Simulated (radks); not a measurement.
Results of a calculation; reference values are marked as such.
Charge is removed step by step from the 4d up level of Zr2+, starting from [Kr] 4d(up 2, down 0). Code: a radial shooting solver on a logarithmic mesh with Libxc functionals. Model: scalar-relativistic Kohn-Sham, SCAN, spin-polarised, spherical densities, finite nucleus; meta-GGA in the generalised Kohn-Sham scheme; Fermi nuclear charge, rms radius 4.2694 fm.

removed (e),E - E(0) (eV),eigenvalue (eV),E minus straight line (eV)
0,0.000,-17.784,0.000
0.1,1.819,-18.774,-0.473
0.2,3.752,-19.777,-0.830
0.3,5.781,-20.794,-1.093
0.4,7.911,-21.823,-1.253
0.5,10.146,-22.865,-1.310
0.6,12.485,-23.919,-1.262
0.7,14.930,-24.984,-1.108
0.8,17.481,-26.059,-0.848
0.9,20.142,-27.146,-0.479
1,22.911,-28.242,0.000

Removing the whole electron costs 22.911 eV by Delta-SCF, against 17.784 eV from minus the eigenvalue at the starting occupation. Slater's transition state (half an electron removed) gives 22.865 eV. Integrating minus the eigenvalue over the occupation (Janak's theorem) gives 22.914 eV. In this scalar-relativistic scheme the density is built from large components alone, so the theorem holds only approximately. The mean slope of the eigenvalue, de/dn, is 10.5 eV per electron. Ionisation energy of Zr2+ in the NIST Atomic Spectra Database: 23.170 eV (semi-empirical).
